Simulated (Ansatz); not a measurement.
`[SiH3][GeH2][Cl]` and `[SiH3][GeH3]` differ in one atom or group.

Ansatz, PBE0-D4/def2-TZVP geometries, multiplicity 1. 

Scalar relativity is left out up to krypton.

| property | `[SiH3][GeH2][Cl]` |
| --- | --- |
| size of the dipole moment (B3LYP/def2-TZVPP) / D | 2.15 |
| LUMO energy (B3LYP/def2-TZVPP) / eV | -0.89 |
| HOMO energy (PBE0/def2-TZVPP) / eV | -8.15 |
| HOMO–LUMO gap (B3LYP/def2-TZVPP) / eV | 7.03 |
| HOMO–LUMO gap (PBE/def2-TZVPP) / eV | 5.39 |
| LUMO energy (ωB97M-V/def2-TZVPP) / eV | 1.20 |

(1) What does the change do to each property? (Estimate.)

Results:

(1) Ansatz gave: 
```tsv
property	`[SiH3][GeH3]`	shift
size of the dipole moment (B3LYP/def2-TZVPP) / D	0.13	-2.02
LUMO energy (B3LYP/def2-TZVPP) / eV	0.09	0.98
HOMO energy (PBE0/def2-TZVPP) / eV	-8.30	-0.15
HOMO–LUMO gap (B3LYP/def2-TZVPP) / eV	8.18	1.15
HOMO–LUMO gap (PBE/def2-TZVPP) / eV	6.73	1.34
LUMO energy (ωB97M-V/def2-TZVPP) / eV	1.94	0.74
```

With PBE0 the HOMO falls by 0.15 eV and the LUMO rises by 1.04 eV, so the gap widens by about 1.19 eV. PBE moves the HOMO by -0.26 eV and ωB97M-V by -0.12 eV. Dipoles are sizes alone; their direction can turn.

B3LYP here is the variant with VWN-RPA as its local correlation; programs differ in this.
